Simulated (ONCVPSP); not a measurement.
## Ranking ONCV potentials for chlorine (Cl)

All share these settings but for the change named:

| Property | Result |
| --- | --- |
| Element | Cl |
| Generator | ONCVPSP 4.0.1 |
| Type | optimised norm-conserving Vanderbilt (ONCV) |
| Functional | BLYP |
| Relativity | scalar-relativistic |
| Frozen core | [He] |
| Valence charge | 15 |
| Reference configuration | 2s2 2p6 3s2 3p5 |
| Partial waves | 2s+3s: rc 0.90 bohr, ncon 4, nbas 7, qcut 15.7 1/bohr, 2 projectors; 2p+3p: rc 0.60 bohr, ncon 4, nbas 8, qcut 29.1 1/bohr, 2 projectors; d scattering state at 0.04 Ha: rc 0.85 bohr, ncon 4, nbas 7, qcut 12.7 1/bohr, 2 projectors, debl 2 Ha |
| Local potential | polynomial inside 0.45 bohr (lpopt 5, dvloc0 4 Ha) |
| Core correction | Teter function, fcfact 3, rcfact 1.75 |

Test errors are all-electron minus pseudo excitation energies from the reference, over 2s2 2p6 3s2 3p4; 2s2 2p6 3s2 3p3; 2s2 2p6 3s2 3p2; 2s1 2p6 3s2 3p5. None of these files shows a bound ghost.

The base gives 606.8 meV.

Of 7 variants that were run, those that failed, showed a ghost or another fault, or gave nearly equal values are left out.

A variant can come out equal or close to the base, since the largest error may sit in a test that the change hardly touches while other tests move.

Question: Rank these variants by their largest absolute test error, smallest first.
A. all radii but the core radius scaled by about 0.84 (s 0.76, p 0.50, d 0.72 bohr); local potential polynomial inside 0.38 bohr (lpopt 5, dvloc0 4 Ha)
B. all radii but the core radius scaled by about 0.80 (s 0.72, p 0.48, d 0.68 bohr); local potential polynomial inside 0.36 bohr (lpopt 5, dvloc0 4 Ha)
C. all radii but the core radius scaled by about 1.07 (s 0.96, p 0.64, d 0.92 bohr); local potential polynomial inside 0.48 bohr (lpopt 5, dvloc0 4 Ha)
D. all radii but the core radius scaled by about 0.94 (s 0.86, p 0.56, d 0.80 bohr); local potential polynomial inside 0.42 bohr (lpopt 5, dvloc0 4 Ha)

Answer: B (370.1 meV), A (429.9 meV), D (566.0 meV), C (642.2 meV).
